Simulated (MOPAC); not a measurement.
MOPAC input (AM1):

```
AM1 FORCE THERMO(298,298) PRECISE LET CHARGE=-1 GEO-OK AUX(PRECISION=9) THREADS=1
C3H3O

C     1.91837265 1   -0.12654177 1    0.04885445 1
C     0.70882975 1   -0.23732068 1   -0.00394539 1
C    -0.63499452 1   -0.40574712 1   -0.03369420 1
O    -1.49570911 1    0.65667223 1   -0.24411803 1
H     2.96243778 1   -0.03155167 1    0.06636189 1
H    -1.12544445 1   -1.37112978 1    0.07750051 1
H    -1.60854863 1    1.08424682 1    0.62158524 1
```

From the output:

```
     H    7   6.498834

          HEAT OF FORMATION =      13.797096 KCALS/MOLE

          ZERO POINT ENERGY      30.744 KCAL/MOL

           NORMAL COORDINATE ANALYSIS (Total motion = 1 Angstrom)

   Root No.       1         2         3         4         5         6         7         8

                 1 A       2 A       3 A       4 A       5 A       6 A       7 A       8 A

                 248.1     339.1     451.0     487.3     541.7     660.6     823.8    1179.1

           1   -0.0415    0.0057    0.0010   -0.0019    0.0023   -0.0779    0.0075    0.1209
           2    0.0922   -0.0377    0.0055   -0.0415   -0.0166   -0.0417   -0.0986   -0.0007
           3   -0.0554   -0.0498    0.0140   -0.0873   -0.0268    0.0202    0.0508    0.0002
           4   -0.0404    0.0043    0.0002   -0.0027    0.0004   -0.0644    0.0054    0.0565
           5   -0.0911    0.0520    0.0250    0.0571   -0.0118    0.2078    0.0221    0.0341
           6    0.0558    0.0675    0.0444    0.1309   -0.0363   -0.1004   -0.0108   -0.0136
           7   -0.0416    0.0068    0.0059    0.0008    0.0024   -0.0375    0.0018   -0.0854
           8   -0.0573    0.0185   -0.0487   -0.0247   -0.0047   -0.1084    0.0053   -0.1195
           9    0.0329    0.0244   -0.0893   -0.0545   -0.0020    0.0479   -0.0026    0.0569
          10    0.0907   -0.0419   -0.0078    0.0217   -0.0111    0.1301   -0.0101   -0.0513
          11    0.0249   -0.0324    0.0013    0.0121   -0.0027   -0.0254    0.0071    0.0641
          12   -0.0155   -0.0145    0.0119   -0.0013    0.0079    0.0177   -0.0034   -0.0294
          13   -0.0418    0.0063    0.0072   -0.0099   -0.0103   -0.0794    0.0060    0.1329
          14    0.2119   -0.0596   -0.1134    0.1175    0.2137   -0.0929    0.7182   -0.0411
          15   -0.1192   -0.0512   -0.2201    0.2130    0.4188    0.0340   -0.3723    0.0225
          16   -0.1315    0.0236   -0.0205    0.0018   -0.0109    0.0290   -0.0092   -0.3901
          17   -0.0077   -0.0752    0.1924   -0.0429    0.1148   -0.1294    0.0073    0.0535
          18   -0.0068   -0.1579    0.3954   -0.0911    0.2386    0.0483   -0.0159   -0.0667
          19    0.2051    0.4358    0.0527   -0.2897    0.1370    0.1279   -0.0120   -0.0256
          20    0.0714    0.2580    0.1187   -0.1591    0.1094   -0.0624    0.0099   -0.0048
          21   -0.0238   -0.0621    0.0038    0.0276   -0.0061    0.0202   -0.0031   -0.0063

   Root No.       9        10        11        12        13        14        15

                 9 A      10 A      11 A      12 A      13 A      14 A      15 A

                1328.4    1449.0    1530.2    2307.0    3247.5    3381.7    3531.3

           1    0.0182    0.0327   -0.0832   -0.2037    0.0007    0.0003   -0.0868
           2    0.0001    0.0002   -0.0005   -0.0004   -0.0001    0.0000   -0.0009
           3   -0.0001   -0.0003    0.0004   -0.0008    0.0000    0.0001   -0.0015
           4    0.0067    0.0088   -0.0114    0.3256   -0.0031    0.0036    0.0140
           5   -0.0171    0.0023    0.0003    0.0027   -0.0021   -0.0002   -0.0001
           6    0.0082    0.0026   -0.0020    0.0018    0.0008   -0.0001   -0.0001
           7   -0.0408   -0.0737    0.1849   -0.0865   -0.0363   -0.0053    0.0010
           8   -0.0526    0.0302   -0.0960   -0.0041   -0.0480    0.0102    0.0005
           9    0.0178    0.0226    0.0748   -0.0019    0.0224   -0.0039   -0.0003
          10   -0.0298    0.0411   -0.0416   -0.0055    0.0006    0.0017   -0.0003
          11    0.0766   -0.0553    0.0501    0.0020   -0.0047   -0.0101    0.0001
          12   -0.0307   -0.0166   -0.0505    0.0019   -0.0017   -0.0517   -0.0011
          13    0.0208    0.0391   -0.0995   -0.3044    0.0135   -0.0193    0.8667
          14    0.0068   -0.0013   -0.0142   -0.0005    0.0004    0.0001    0.0116
          15   -0.0014   -0.0037    0.0020    0.0006    0.0005   -0.0007    0.0187
          16    0.6041    0.0646   -0.0576   -0.0418    0.4399   -0.0231   -0.0072
          17   -0.3777   -0.0566    0.0318    0.0015    0.6687   -0.0453   -0.0090
          18    0.1965    0.0503   -0.0436    0.0066   -0.3062    0.0144    0.0046
          19    0.0380   -0.3727   -0.2579    0.0119   -0.0019    0.0316    0.0012
          20   -0.0161    0.5454    0.3327   -0.0115    0.0045    0.0859    0.0017
          21   -0.0155   -0.0791   -0.0306   -0.0264    0.0554    0.8541    0.0173

           MASS-WEIGHTED COORDINATE ANALYSIS (NORMAL COORDINATES)

   Root No.       1         2         3         4         5         6         7         8

                 1 A       2 A       3 A       4 A       5 A       6 A       7 A       8 A

                 248.1     339.1     451.0     487.3     541.7     660.6     823.8    1179.1

           1   -0.1769    0.0281    0.0051   -0.0087    0.0134   -0.2353    0.0285    0.4597
           2    0.3928   -0.1858    0.0287   -0.1870   -0.0959   -0.1260   -0.3776   -0.0025
           3   -0.2362   -0.2454    0.0736   -0.3934   -0.1553    0.0611    0.1945    0.0008
           4   -0.1719    0.0211    0.0010   -0.0121    0.0021   -0.1943    0.0207    0.2147
           5   -0.3880    0.2563    0.1310    0.2576   -0.0685    0.6276    0.0848    0.1296
           6    0.2378    0.3325    0.2329    0.5901   -0.2104   -0.3031   -0.0412   -0.0518
           7   -0.1772    0.0336    0.0308    0.0034    0.0137   -0.1133    0.0070   -0.3247
           8   -0.2443    0.0914   -0.2558   -0.1113   -0.0275   -0.3273    0.0205   -0.4541
           9    0.1401    0.1201   -0.4687   -0.2458   -0.0118    0.1446   -0.0101    0.2161
          10    0.4459   -0.2384   -0.0470    0.1127   -0.0740    0.4534   -0.0445   -0.2249
          11    0.1222   -0.1844    0.0078    0.0630   -0.0182   -0.0884    0.0313    0.2813
          12   -0.0764   -0.0824    0.0723   -0.0065    0.0527    0.0618   -0.0152   -0.1291
          13   -0.0516    0.0090    0.0110   -0.0130   -0.0174   -0.0695    0.0067    0.1463
          14    0.2615   -0.0850   -0.1724    0.1535    0.3588   -0.0813    0.7965   -0.0453
          15   -0.1470   -0.0730   -0.3347    0.2781    0.7030    0.0298   -0.4129    0.0248
          16   -0.1622    0.0336   -0.0311    0.0023   -0.0183    0.0253   -0.0102   -0.4296
          17   -0.0095   -0.1073    0.2926   -0.0560    0.1928   -0.1132    0.0081    0.0589
          18   -0.0084   -0.2253    0.6011   -0.1190    0.4005    0.0423   -0.0176   -0.0735
          19    0.2531    0.6219    0.0801   -0.3783    0.2300    0.1119   -0.0133   -0.0281
          20    0.0881    0.3682    0.1805   -0.2078    0.1836   -0.0546    0.0110   -0.0053
          21   -0.0294   -0.0886    0.0058    0.0361   -0.0103    0.0177   -0.0034   -0.0069

   Root No.       9        10        11        12        13        14        15

                 9 A      10 A      11 A      12 A      13 A      14 A      15 A

                1328.4    1449.0    1530.2    2307.0    3247.5    3381.7    3531.3

           1    0.0730    0.1424   -0.2916   -0.5045    0.0029    0.0013   -0.3262
           2    0.0006    0.0009   -0.0016   -0.0011   -0.0004    0.0001   -0.0036
           3   -0.0006   -0.0015    0.0014   -0.0019    0.0000    0.0003   -0.0056
           4    0.0269    0.0383   -0.0401    0.8063   -0.0121    0.0141    0.0525
           5   -0.0690    0.0102    0.0009    0.0066   -0.0083   -0.0007   -0.0002
           6    0.0329    0.0111   -0.0069    0.0043    0.0033   -0.0006   -0.0002
           7   -0.1640   -0.3208    0.6480   -0.2142   -0.1412   -0.0207    0.0039
           8   -0.2116    0.1314   -0.3363   -0.0101   -0.1867    0.0398    0.0020
           9    0.0715    0.0985    0.2623   -0.0047    0.0871   -0.0150   -0.0013
          10   -0.1384    0.2066   -0.1684   -0.0158    0.0026    0.0077   -0.0012
          11    0.3558   -0.2777    0.2027    0.0058   -0.0212   -0.0455    0.0003
          12   -0.1425   -0.0834   -0.2041    0.0055   -0.0076   -0.2322   -0.0049
          13    0.0243    0.0493   -0.1010   -0.2183    0.0152   -0.0218    0.9432
          14    0.0079   -0.0016   -0.0144   -0.0004    0.0005    0.0001    0.0126
          15   -0.0016   -0.0046    0.0020    0.0004    0.0006   -0.0008    0.0204
          16    0.7041    0.0814   -0.0585   -0.0300    0.4958   -0.0260   -0.0078
          17   -0.4402   -0.0714    0.0323    0.0011    0.7535   -0.0511   -0.0098
          18    0.2290    0.0634   -0.0443    0.0047   -0.3451    0.0162    0.0050
          19    0.0443   -0.4698   -0.2618    0.0085   -0.0022    0.0356    0.0013
          20   -0.0188    0.6874    0.3377   -0.0082    0.0051    0.0968    0.0018
          21   -0.0180   -0.0998   -0.0311   -0.0189    0.0625    0.9627    0.0188

          DESCRIPTION OF VIBRATIONS

 VIBRATION          1    1A          ATOM PAIR     ENERGY CONTRIBUTION    RADIAL
 FREQUENCY           248.11         C 2 -- C 3         +23.9% (181.4%)      0.0%
 TRANSITION DIPOLE   0.1719         C 1 -- C 2         +23.2% (178.7%)      0.0%
 TRAVEL (Ang.)       0.3434         C 3 -- O 4         +22.9% (177.5%)      0.0%
 REDUCED MASS        2.3051         C 3 -- H 6         +14.2% (140.1%)     75.7%
 EFFECTIVE MASS     30.2247         C 1 -- H 5         +10.6% (120.6%)     38.5%
 FORCE CONSTANT      0.0836

 VIBRATION          2    2A          ATOM PAIR     ENERGY CONTRIBUTION    RADIAL
 FREQUENCY           339.15         O 4 -- H 7         +42.1% ( 91.5%)      0.7%
 TRANSITION DIPOLE   0.4607         C 1 -- C 2         +22.8% ( 67.4%)      0.0%
 TRAVEL (Ang.)       0.4620         C 3 -- O 4         +12.2% ( 49.3%)      0.0%
 REDUCED MASS        0.9316         C 2 -- C 3         +10.9% ( 46.6%)      0.0%
 EFFECTIVE MASS      6.8159
 FORCE CONSTANT      0.0631

 VIBRATION          3    3A          ATOM PAIR     ENERGY CONTRIBUTION    RADIAL
 FREQUENCY           450.97         C 3 -- H 6         +46.3% ( 88.9%)      0.0%
 TRANSITION DIPOLE   0.7499         C 2 -- C 3         +19.5% ( 57.7%)      0.0%
 TRAVEL (Ang.)       0.3432         C 3 -- O 4         +15.6% ( 51.7%)      1.0%
 REDUCED MASS        1.2696         C 1 -- H 5         +11.2% ( 43.7%)      0.0%
 EFFECTIVE MASS      5.2593
 FORCE CONSTANT      0.1521

 VIBRATION          4    4A          ATOM PAIR     ENERGY CONTRIBUTION    RADIAL
 FREQUENCY           487.29         C 1 -- C 2         +34.8% ( 68.2%)      0.0%
```

The dipole moment of an ion depends on the origin.
